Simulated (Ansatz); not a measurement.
An input meant for Mo(NH)2F2 (MoN₂F₂H₂) (charge 0, singlet; atoms displaced at random, 0.08 Å in each coordinate).

```yaml
crystal:
  periodic: [false, false, false]
  atoms:
    - {symbol: Mo, position_ang: [-0.510880, 0.091366, -0.241041]}
    - {symbol: N, position_ang: [-0.482060, 0.101363, 1.474542]}
    - {symbol: H, position_ang: [0.104888, 0.123146, 2.373352]}
    - {symbol: N, position_ang: [1.243122, -0.127516, -1.018025]}
    - {symbol: H, position_ang: [2.216874, -0.103865, -0.808217]}
    - {symbol: F, position_ang: [-1.215578, 1.612621, -0.979154]}
    - {symbol: F, position_ang: [-1.290086, -1.715999, -1.019663]}
basis:
  gaussian: {orbitals: def2-SVPD, nuclear_model: gaussian}
hamiltonian: {xc: {name: HF}}
correlation: {method: mp2, frozen_orbitals: {Mo: 0}}
scf: {omitted_lower_state_checks: [starts]}
```

```sh
$ ansatz run in.yaml --threads 4 --pin off --events-out ev --progress --plain --max-ram 3916MiB
```

Output, abridged:

```
Functional definition: HF
Error: "frozen_orbitals" has no count for N
```

(1) Something in this input is off. What?

Results:

(1) Frozen orbitals are typed for one element alone, and the program wants a count for each (the count typed has to fit that element's core, too). The program refused the input.
